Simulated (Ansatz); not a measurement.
Isolated molecules relaxed with PBE0-D4/def2-TZVP in Ansatz; ΔE leaves out vibrations. CBS: MP2 limit from def2 TZ/QZ plus the TZ coupled-cluster correction, frozen cores. DFT in def2-TZVPP. B3LYP here is the variant with VWN-RPA as its local correlation; programs differ in this. Elements past krypton have def2 core potentials. For Sn outer-core shells are correlated without core-valence functions, which leaves a few kJ/mol of doubt a bond. One conformer a species, not always the lowest.

Reaction (formal exchange of groups at the Sn–O bond): `[F][SnH2][O]C(F)(F)F` + `C[SiH2]C(F)F` → `C[SiH2][SnH2][F]` + `FC(F)OC(F)(F)F`

| level | ΔE (eV) |
| --- | --- |
| PBE | 0.25 |
| PBE0 | 0.19 |
| B3LYP | 0.37 |
| HF/def2-TZVPP | 0.30 |
| MP2/def2-TZVPP | 0.35 |
| CCSD/def2-TZVPP | 0.31 |
| CCSD(T)/def2-TZVPP | 0.31 |
| CCSD/CBS(def2) | 0.38 |

(1) What does CCSD(T)/CBS give? (Estimate.)

Largest T1 diagnostic among the species: 0.013.

## Answers

(1) The calculation gave: +0.38 eV. The listed levels differ from it by -0.13, -0.19, -0.01, -0.08, -0.03, -0.07, -0.07, 0.00 eV.

From PBE to PBE0 (25 % exact exchange), in def2-TZVPP and without D4, ΔE moves by −0.06 eV.
